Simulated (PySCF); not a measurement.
C₃H₆Cl₂OSi (SMILES C=CC[Si](O)(Cl)Cl), singlet, geometry from GFN2-xTB, with bond 13-5 at 1.8 times its length; PySCF with CASSCF(4,5)/STO-3G.

Input for PySCF:
```python
from pyscf import gto, scf, mcscf
import numpy

mol = gto.M(
    atom='''
C    -2.837566    1.367937   -0.536650
C    -2.272082    0.302199   -0.001859
C    -1.339625   -0.611602   -0.730184
Si    0.465318   -0.408893   -0.158560
O     1.292920   -1.504802   -1.018856
Cl    0.676903   -0.781022    1.820219
Cl    1.161767    1.452190   -0.536924
H    -2.666510    1.643140   -1.564561
H    -3.495534    2.007337    0.025763
H    -2.453503    0.049605    1.034403
H    -1.643874   -1.646395   -0.566376
H    -1.398432   -0.419209   -1.801599
H     2.994578   -1.734870   -0.914348
''',
    basis='sto-3g',
    charge=0,
    spin=0,
    verbose=4,
)

mf = scf.RHF(mol)
mf.kernel()
mc = mcscf.CASSCF(mf, 5, 4)
mc.fix_spin_(ss=0.0)
mc.kernel()
occ = numpy.linalg.eigvalsh(mc.fcisolver.make_rdm1(mc.ci, mc.ncas, mc.nelecas))[::-1]
ss = mc.fcisolver.spin_square(mc.ci, mc.ncas, mc.nelecas)[0]
print('natural occupations', occ.round(4), ' <S^2>', round(ss, 4))
```

What the program printed (banner, timings and long lists left out):

```
PySCF version 2.14.0

[INPUT] verbose = 4
[INPUT] num. atoms = 13
[INPUT] num. electrons = 80
[INPUT] charge = 0
[INPUT] spin (= nelec alpha-beta = 2S) = 0
[INPUT] symmetry False subgroup None
[INPUT] Mole.unit = angstrom
[INPUT] Symbol           X                Y                Z      unit          X                Y                Z       unit  Magmom
[...]
nuclear repulsion = 530.185647418898
number of shells = 33
number of NR pGTOs = 159
number of NR cGTOs = 53
basis = sto-3g
ecp = {}

******** <class 'pyscf.scf.hf.RHF'> ********
method = RHF
initial guess = minao
damping factor = 0
level_shift factor = 0
DIIS = <class 'pyscf.scf.diis.CDIIS'>
diis_start_cycle = 1
diis_space = 8
diis_damp = 0
SCF conv_tol = 1e-09
SCF conv_tol_grad = None
SCF max_cycles = 50
direct_scf = True
direct_scf_tol = 1e-13
Set gradient conv threshold to 3.16228e-05
Initial guess from minao.
init E= -1384.40453905514
[...]
cycle= 1 E= -1383.9843800409  delta_E= 0.42  |g|= 0.632  |ddm|= 4.44
[...]
cycle= 2 E= -1384.10791469273  delta_E= -0.124  |g|= 0.52  |ddm|= 1.73
[...]
cycle= 3 E= -1384.20220751943  delta_E= -0.0943  |g|= 0.0538  |ddm|= 0.761
[...]
cycle= 4 E= -1384.20435108667  delta_E= -0.00214  |g|= 0.017  |ddm|= 0.145
[...]
cycle= 5 E= -1384.2045323064  delta_E= -0.000181  |g|= 0.00394  |ddm|= 0.0471
[...]
cycle= 6 E= -1384.20454189002  delta_E= -9.58e-06  |g|= 0.00145  |ddm|= 0.00907
[...]
cycle= 7 E= -1384.20454375579  delta_E= -1.87e-06  |g|= 0.000597  |ddm|= 0.004
[...]
cycle= 8 E= -1384.20454423059  delta_E= -4.75e-07  |g|= 0.000306  |ddm|= 0.00191
[...]
cycle= 9 E= -1384.20454442541  delta_E= -1.95e-07  |g|= 9.53e-05  |ddm|= 0.00172
[...]
cycle= 10 E= -1384.20454444348  delta_E= -1.81e-08  |g|= 2.8e-05  |ddm|= 0.000574
[...]
cycle= 11 E= -1384.20454444466  delta_E= -1.17e-09  |g|= 6.05e-06  |ddm|= 0.000157
[...]
cycle= 12 E= -1384.20454444469  delta_E= -2.93e-11  |g|= 1.59e-06  |ddm|= 2.62e-05
[...]
Extra cycle  E= -1384.20454444469  delta_E= -7.05e-12  |g|= 9.24e-07  |ddm|= 4.03e-06
converged SCF energy = -1384.20454444469

******** <class 'pyscf.mcscf.mc1step.CASSCF'> ********
CAS (2e+2e, 5o), ncore = 38, nvir = 10
max_cycle_macro = 50
max_cycle_micro = 4
conv_tol = 1e-07
conv_tol_grad = None
orbital rotation max_stepsize = 0.02
orbital rotation threshold for CI restart = 0.01
augmented hessian ah_max_cycle = 30
augmented hessian ah_conv_tol = 1e-12
augmented hessian ah_linear dependence = 1e-14
augmented hessian ah_level shift = 1e-08
[...]
CASCI E = -1384.28562341451  S^2 = 0.0000000
[...]
macro iter  22 (  6 JK    1 micro), CASSCF E = -1384.35583641847  dE = -1.36672497e-07  S^2 = 0.0000000
               |grad[o]|=8.01e-05  |grad[c]|=0.000232  |ddm|=2.92e-05  |maxRot[o]|=0.0141
macro iter  23 (  6 JK    1 micro), CASSCF E = -1384.35583657792  dE = -1.59445335e-07  S^2 = 0.0000000
               |grad[o]|=7.06e-05  |grad[c]|=0.000262  |ddm|=1.42e-05  |maxRot[o]|=0.0158
macro iter  24 (  6 JK    1 micro), CASSCF E = -1384.35583675267  dE = -1.74755314e-07  S^2 = 0.0000000
               |grad[o]|=8.14e-05  |grad[c]|=0.000283  |ddm|=2.21e-05  |maxRot[o]|=0.0164
macro iter  25 (  6 JK    1 micro), CASSCF E = -1384.35583697842  dE = -2.25748408e-07  S^2 = 0.0000000
               |grad[o]|=8.8e-05  |grad[c]|=0.000343  |ddm|=3.55e-05  |maxRot[o]|=0.019
macro iter  26 (  6 JK    1 micro), CASSCF E = -1384.35583732741  dE = -3.48992444e-07  S^2 = 0.0000000
               |grad[o]|=0.00011  |grad[c]|=0.000468  |ddm|=6.41e-05  |maxRot[o]|=0.0224
macro iter  27 (  6 JK    1 micro), CASSCF E = -1384.35583808218  dE = -7.54769871e-07  S^2 = 0.0000000
               |grad[o]|=9.39e-05  |grad[c]|=0.000787  |ddm|=9.56e-05  |maxRot[o]|=0.0321
macro iter  28 (  6 JK    1 micro), CASSCF E = -1384.35584219972  dE = -4.11753490e-06  S^2 = 0.0000000
               |grad[o]|=0.000133  |grad[c]|=0.00218  |ddm|=0.000204  |maxRot[o]|=0.0667
macro iter  29 ( 21 JK    4 micro), CASSCF E = -1384.35605350901  dE = -2.11309294e-04  S^2 = 0.0000000
               |grad[o]|=0.00026  |grad[c]|=0.0045  |ddm|=0.00113  |maxRot[o]|=0.275
macro iter  30 ( 21 JK    4 micro), CASSCF E = -1384.35628499557  dE = -2.31486561e-04  S^2 = 0.0000000
               |grad[o]|=0.000743  |grad[c]|=0.00132  |ddm|=0.00102  |maxRot[o]|=0.272
macro iter  31 ( 12 JK    3 micro), CASSCF E = -1384.35628796612  dE = -2.97054953e-06  S^2 = 0.0000000
               |grad[o]|=0.000427  |grad[c]|=3.23e-05  |ddm|=0.00025  |maxRot[o]|=0.0272
macro iter  32 (  4 JK    1 micro), CASSCF E = -1384.35628797654  dE = -1.04130322e-08  S^2 = 0.0000000
               |grad[o]|=3.97e-05  |grad[c]|=1.16e-05  |ddm|=2.47e-05  |maxRot[o]|=0.000343
1-step CASSCF converged in  32 macro (285 JK  55 micro) steps
CASSCF canonicalization
Density matrix diagonal elements [1.69102239 1.83795446 0.35470278 0.04384291 0.07247746]
CASSCF energy = -1384.35628797654
CASCI E = -1384.35628797654  E(CI) = -3.05095570440812  S^2 = 0.0000000
natural occupations [1.8871e+00 1.6479e+00 3.5210e-01 1.1220e-01 7.0000e-04]  <S^2> 0.0
```
